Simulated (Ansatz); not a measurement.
`[CH3][Al]([SH])[Br]` + H₂O → `[CH3][Al]([OH])[SH]` + HBr at 600 K and 1 bar (formal hydrolysis of the Al–Br bond).

Computed with Ansatz on PBE0-D4/def2-TZVP structures; ΔE is electronic, products minus reactants. CCSD(T)/CBS adds triple-zeta CCSD(T) − MP2 to the extrapolated MP2 energy (def2 sets, frozen cores). This one scheme is used for every species. For Br outer-core shells are correlated without core-valence functions, which leaves a few kJ/mol of doubt a bond. Scalar relativity is left out up to krypton. Each species was taken in one conformer, which may not be the lowest.

```json
{"species": "`[CH3][Al]([SH])[Br]`", "CCSD(T)/CBS energy (Eh)": "-3253.69870", "H − E (kJ/mol)": "178.7", "S (J/(mol·K))": "451.0"}
{"species": "H₂O", "CCSD(T)/CBS energy (Eh)": "-76.37941", "H − E (kJ/mol)": "76.8", "S (J/(mol·K))": "212.8"}
{"species": "`[CH3][Al]([OH])[SH]`", "CCSD(T)/CBS energy (Eh)": "-756.14636", "H − E (kJ/mol)": "214.9", "S (J/(mol·K))": "441.3"}
{"species": "HBr", "CCSD(T)/CBS energy (Eh)": "-2573.91920", "H − E (kJ/mol)": "33.5", "S (J/(mol·K))": "219.1"}
```

H − E and S are ideal-gas, rigid-rotor, harmonic terms from PBE0-D4/def2-TZVP, for one conformer and one mirror image of each species. 1 Eh = 2625.50 kJ/mol, R = 8.31446 J/(mol·K).

Q: By hand: ΔE, ΔH, ΔS and ΔG.

A: ΔE = (-756.14636) + (-2573.91920) − (-3253.69870) − (-76.37941) = 0.01255 Eh = 33.0 kJ/mol. Δ(H − E) = 214.9 + 33.5 − 178.7 − 76.8 = -7.1, so ΔH = 25.9 kJ/mol. ΔS = 441.3 + 219.1 − 451.0 − 212.8 = -3.4 J/(mol·K). ΔG = 25.9 − 600 × (-3.4)/1000 = 27.9 kJ/mol.

Q: By hand: the equilibrium constant, and the temperature at which ΔG would vanish if ΔH and ΔS stayed fixed.

A: log₁₀ K = −ΔG/(RT ln 10) = -2.4. ΔH and −TΔS have one sign here, so there is no such temperature.

The number of gas molecules stays the same, so ΔS is small and ΔH decides. A doubt of 5 kJ/mol in ΔE shifts log₁₀ K by 0.4 here. Other conformers and mirror images would add mixing entropy, several J/(mol·K) or more a flexible species. Modes under 60 cm⁻¹, often nearly free rotors, make the harmonic entropy too high. These are equilibria of isolated gas molecules and say nothing of rates. Largest T1 diagnostic: 0.011 (customary marks: 0.02 for closed shells, 0.045 for open ones).

ΔS is within the doubt of such terms, so its sign, and with it that verdict, could turn.
